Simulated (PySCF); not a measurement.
# Electron correlation in Si (silicon, neutral)

[Ne] 3s2 3p2, high-spin 3P determinant. Calculation: PySCF 2.14, in pcseg-2 (5s4p2d1f, 34 functions); the non-relativistic Hamiltonian (point nucleus). Frozen: [Ne]; 4 electrons correlated.

MP2 pair energies summed by pair of shells (mhartree):

```
 pair  energy  share (%)
3s-3p  -29.39       59.3
3s-3s  -15.97       32.2
3p-3p   -4.18        8.4
```

Total MP2 correlation energy: -49.53 mhartree.

Same-spin part -7.68 and opposite-spin part -41.85 mhartree; SCS-MP2 scales them by 1/3 and 6/5 to -52.78 mhartree.

```json
{"level": "CCSD", "correlation energy (mhartree)": "-65.47"}
{"level": "(T)", "correlation energy (mhartree)": "-1.65"}
{"level": "CCSD(T)", "correlation energy (mhartree)": "-67.12"}
```

Diagnostics: T1 = 0.011, D1 = 0.0222, largest double amplitude 0.094.

Problem. Is a single reference adequate?

Solution. Mostly. T1 lies below 0.03, but a double amplitude of this size points to a near-degeneracy that CCSD handles and MP2 describes poorly.
